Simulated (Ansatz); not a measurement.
Computed with Ansatz.

H4NPZn (`P[NH][ZnH]`) at its PBE0-D4/def2-TZVP geometry, where that method's forces vanish. The species carries charge 0 and has multiplicity 1.

| atom | x (Å) | y (Å) | z (Å) |
| --- | --- | --- | --- |
| P1 | 1.327 | 0.812 | 0.162 |
| N2 | -0.311 | 0.521 | 0.498 |
| Zn3 | -1.377 | -0.814 | -0.150 |
| H4 | 1.366 | 0.697 | -1.261 |
| H5 | 1.903 | -0.485 | 0.324 |
| H6 | -0.675 | 1.208 | 1.138 |
| H7 | -2.232 | -1.939 | -0.711 |

Problem. For each bond, give half the difference of the two atoms' forces along it (eV/Å; positive pushes the atoms apart) under PBE-D4, r2SCAN-D4, B3LYP-D4, ωB97M-V in def2-TZVPP. (Best estimate.)

Solution. The calculation gave: 
| bond | length (Å) | PBE-D4 | r2SCAN-D4 | B3LYP-D4 | ωB97M-V |
| --- | --- | --- | --- | --- | --- |
| P1–N2 | 1.697 | 0.30 | 0.19 | 0.16 | 0.12 |
| P1–H4 | 1.428 | 0.17 | 0.00 | -0.06 | -0.13 |
| P1–H5 | 1.428 | 0.17 | 0.00 | -0.06 | -0.13 |
| N2–Zn3 | 1.827 | -0.04 | -0.03 | 0.19 | 0.11 |
| N2–H6 | 1.007 | 0.22 | 0.03 | -0.08 | -0.06 |
| Zn3–H7 | 1.520 | -0.15 | -0.21 | -0.19 | -0.19 |

B3LYP here is the variant with VWN-RPA as its local correlation; programs differ in this.
